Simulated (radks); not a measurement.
The numbers below are computed, except where a source is named.
Se18+, 16 electrons, occupied as [Ne] 3s2 3p4.

Level of theory: non-relativistic Kohn-Sham, TPSS, spin-polarised, spherical densities, point nucleus; open shells are filled with parallel spins first; meta-GGA in the generalised Kohn-Sham scheme (a radial shooting solver on a logarithmic mesh with Libxc functionals).

Energy parts (Ry):
part                       energy
total                 -4445.36331
kinetic                4444.02645
electron-nucleus      -9752.16445
Hartree                 992.91805
exchange-correlation   -130.14336

Orbitals (lengths in bohr, moments of r in powers of bohr; <r^-3> diverges for s and p1/2; r(90%) holds 90 % of the orbital's charge):
orbital  occ.  eigenvalue (Ry)  r(90%)  <r^-3>
1s up       1        -956.9101  0.0800       -
1s down     1        -956.7396  0.0800       -
2s up       1        -165.6108   0.305       -
2s down     1        -165.5133   0.304       -
2p up       3        -154.0832   0.278    1165
2p down     3        -153.9079   0.278    1163
3s up       1        -57.09495   0.734       -
3s down     1        -56.46613   0.737       -
3p up       3        -53.12820   0.731   242.0
3p down     1        -52.50955   0.734   241.0
3d up       0        -46.88320   0.688   36.49
3d down     0        -46.36928   0.689   36.77
4s up       0        -27.90905    1.39       -
4s down     0        -27.72444    1.40       -

The highest occupied level is 3p down at -714.43 eV. The density falls to 0.001 e/bohr^3 at r = 1.32 bohr. The electron density at the nucleus is 2.724e+04 e/bohr^3. The spin density at the nucleus is 1.627 e/bohr^3 (1s -1.336, 2s 0.835, 3s 2.128), a Fermi contact field of 85.3 T. Summed over all electrons, <r^2> = 2.018 bohr^2, which gives a Langevin (diamagnetic) susceptibility term of -1.6 x 10^-6 cm^3/mol. Spin moment in Bohr magnetons: 2. Virial ratio -V/T = 2.00030.
